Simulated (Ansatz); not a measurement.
Cost and result for the atomization energy of C₂H₈BFSi (`BC[SiH](C)F`) (13 atoms, 12 bonds).

```csv
atom,x (Å),y (Å),z (Å)
B1,0.7988,-0.7915,-1.5869
C2,1.1876,0.2932,-0.5755
Si3,-0.3272,0.8966,0.3567
C4,-1.1779,-0.4575,1.2918
F5,0.1862,1.9992,1.4055
H6,0.4435,-0.5012,-2.6936
H7,0.7821,-1.9470,-1.2691
H8,1.8555,-0.0568,0.2195
H9,1.5847,1.2066,-1.0316
H10,-1.2625,1.5914,-0.5633
H11,-0.4813,-0.9773,1.9541
H12,-1.5923,-1.1931,0.5960
H13,-1.9972,-0.0624,1.8965
```

The species carries charge 0 and has multiplicity 1. All single points use the PBE0-D4/def2-TZVP geometry. It is one conformer, not always the lowest. Program: Ansatz. All runs use 4 threads of an Arm Neoverse V1 on a shared host. Times are those of one run each, without the atoms' runs, and a repeat can differ threefold. Electronic energies, without spin–orbit coupling; frozen cores. CCSD(T)/CBS adds CCSD(T) − MP2 in def2-TZVPP to the MP2 limit, and its time is that of the two runs behind it. T1 = 0.011. B3LYP takes the VWN-RPA correlation (the form of Gaussian; ORCA's B3LYP/G).

CCSD(T)/CBS is a level of theory with its own doubt, some kJ/mol a heavy atom from the limit and from the frozen cores, so smaller differences don't rank the functionals.

| level | functions | wall time |
| --- | --- | --- |
| PBE-D4/def2-TZVPP (with forces) | 278 | 3 s |
| PBE0-D4/def2-TZVPP | 278 | 4.2 s |
| r2SCAN-D4/def2-TZVPP (with forces) | 278 | 6 s |
| B3LYP-D4/def2-TZVPP (with forces) | 278 | 7 s |
| B2PLYP/def2-TZVPP | 278 | 7.5 s |
| ωB97X-V/def2-TZVPP | 278 | 10 s |
| ωB97M-V/def2-TZVPP (with forces) | 278 | 15 s |
| MP2/def2-QZVPP | 538 | 41 s |
| CCSD(T)/def2-TZVPP | 278 | 4.1 min |
| CCSD(T)/CBS(def2) | – | 4.7 min |

Question: What atomization energy does each give, and how far from CCSD(T)/CBS? (Estimate.)

Answer: Computed: 
| level | atomization (kJ/mol) | difference from CCSD(T)/CBS | per bond |
| --- | --- | --- | --- |
| PBE-D4/def2-TZVPP (with forces) | 4929.0 | 41.5 | 3.5 |
| PBE0-D4/def2-TZVPP | 4888.0 | 0.5 | 0.0 |
| r2SCAN-D4/def2-TZVPP (with forces) | 4909.5 | 22.0 | 1.8 |
| B3LYP-D4/def2-TZVPP (with forces) | 4893.3 | 5.8 | 0.5 |
| B2PLYP/def2-TZVPP | 4847.2 | -40.3 | -3.4 |
| ωB97X-V/def2-TZVPP | 4903.6 | 16.1 | 1.3 |
| ωB97M-V/def2-TZVPP (with forces) | 4907.9 | 20.4 | 1.7 |
| MP2/def2-QZVPP | 4900.8 | 13.3 | 1.1 |
| CCSD(T)/def2-TZVPP | 4780.2 | -107.3 | -8.9 |
| CCSD(T)/CBS(def2) | 4887.5 | 0.0 | 0.0 |

From PBE to PBE0 (25 % exact exchange), in def2-TZVPP and without D4, the atomization energy moves by −37.2 kJ/mol: exact exchange takes away binding that semilocal exchange gives to molecules. In def2-TZVPP, CCSD(T) changes the Hartree–Fock value by +987.7 kJ/mol (the triples alone add +49.4 kJ/mol) and MP2 by +1044.2 kJ/mol; breaking electron pairs costs correlation energy, which Hartree–Fock lacks. The D4 term adds +39.4 kJ/mol with B3LYP and +20.8 kJ/mol with PBE0; it sums over pairs of atoms, weighted by their polarisabilities, and B3LYP, whose exchange is more repulsive, gets the larger term.
